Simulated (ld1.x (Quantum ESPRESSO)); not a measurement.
# Varying the TM potential for carbon

Base potential:

ld1.x (Quantum ESPRESSO) 7.5 input, shortened:

```
&input
   title='C', zed=6., rel=1, dft='PBE', iswitch=3,
   config='[He] 2s2 2p1 3d-2'
 /
 &inputp
   pseudotype=2, tm=.true., lloc=2,
   nlcc=.true.
 /
3
2S  1  0   2.00   0.00  0.85  0.85  0.0
2P  2  1   1.00   0.00  1.30  1.30  0.0
3D  3  2  -2.00   0.25  1.10  1.10  0.0
 &test
   configts(1)='2s2 2p1'
 /
```

All-electron outer shells of the reference configuration (PBE, scalar-relativistic, ld1.x):

```tsv
shell	level (eV)	outermost node (bohr)	outermost maximum (bohr)
2s	-25.76	0.38	1.17
2p	-17.00	–	1.11
```

Cutoffs, loose and tight: the cutoffs (Ry, on a coarse ladder) from which the occupation-weighted sum of valence levels, in a spherical-Bessel basis at the reference potential, stays within 10 and 1 mRy of its value at 400 Ry. They do not see the model core or the augmentation charge, which bear on the density cutoff. Test errors are all-electron minus pseudo excitation energies from the reference, over the configurations 2s2 2p2; 2s2 2p0; 2s1 2p0; 2s2 2p1.5; 2s0 2p4; 2s1 2p3; 2s1 2p2. A dash means not determined; rows that change the core or the reference have their own tests. The largest error is taken over the tests solved by every variant that gives reliable tests at all: 2s0 2p4; 2s1 2p0; 2s1 2p2; 2s1 2p3; 2s2 2p0; 2s2 2p1.5.

A true bound ghost makes a file unfit for plane-wave use even where its test errors are small: the radial tests pick states by their node count and pass the ghost by. Where a test does run into it, the solver fails or the error is huge.

```csv
change,outcome,"cutoff, loose","cutoff, tight",bound ghosts,largest test error (meV)
base,generated,80 Ry,200 Ry,none,+130
wave 2p (bound): rc 1.30 bohr becomes 2p (bound): rc 1.94 bohr,generated,80 Ry,200 Ry,none,+322
"type PAW; waves now 2s (bound): rcut 0.75, rcutus 0.85 bohr; 2s channel at -1.3 Ry: rcut 0.75, rcutus 0.85 bohr; 2p (bound): rcut 1.15, rcutus 1.30 bohr; 2p channel at -0.55 Ry: rcut 1.15, rcutus 1.30 bohr; 3d channel at 0.25 Ry: rc 1.10 bohr; augmentation PSQ, radius 0.55 bohr",generated,50 Ry,60 Ry,s,-12
wave 3d channel at 0.25 Ry: rc 1.10 bohr becomes 3d channel at 0.25 Ry: rc 1.02 bohr,generated,80 Ry,200 Ry,none,+131
```

**Question.** What comes out with this change to the base: all radii but the core radius scaled by about 0.97 (s 0.82, p 1.26, d 1.06 bohr)?

**Answer.** outcome: generated; cutoff, loose: 90 Ry; cutoff, tight: 200 Ry; bound ghosts: none; largest test error (meV): +124.

**Question.** What comes out with this change to the base: functional PBEsol?

**Answer.** outcome: generated; cutoff, loose: 80 Ry; cutoff, tight: 200 Ry; bound ghosts: none; largest test error (meV): +116.

**Question.** What comes out with this change to the base: wave 2s (bound): rc 0.85 bohr becomes 2s (bound): rc 1.16 bohr?

**Answer.** outcome: generated; cutoff, loose: 50 Ry; cutoff, tight: 90 Ry; bound ghosts: none; largest test error (meV): +133.
